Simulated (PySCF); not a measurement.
CH3Se, SMILES C[Se], multiplicity 2.

Geometry optimised at ωB97X-D3(BJ)/def2-TZVP. The isomer is the one that the SMILES or the coordinates give; other isomers of the formula were not compared.

Computed with TDA-PBE/def2-TZVPD run with PySCF.

Vertical excitations. Isolated molecule, no solvent.

Computed excitation energies, oscillator strengths and character:
```csv
state,energy (eV),λ (nm),f,main pairs
root 1,0.20,6357,0.000,β HOMO→LUMO 100 %
root 2,3.59,346,0.002,β HOMO−1→LUMO 99 %
root 3,4.38,283,0.000,"α HOMO→LUMO 32 %, β HOMO→LUMO+1 67 %"
root 4,4.80,258,0.001,"α HOMO→LUMO 65 %, β HOMO→LUMO+1 32 %"
root 5,5.18,239,0.007,"α HOMO→LUMO+1 20 %, β HOMO→LUMO+2 78 %"
root 6,5.46,227,0.063,"α HOMO→LUMO+1 79 %, β HOMO→LUMO+2 20 %"
root 7,5.66,219,0.001,β HOMO−3→LUMO 100 %
root 8,5.70,218,0.000,α HOMO−1→LUMO 98 %
root 9,5.76,215,0.026,"β HOMO→LUMO+3 60 %, β HOMO−2→LUMO 36 %"
root 10,5.80,214,0.008,"α HOMO→LUMO+3 9 %, β HOMO−2→LUMO 59 %, β HOMO→LUMO+3 29 %"
```
Unrestricted roots are not spin-pure.
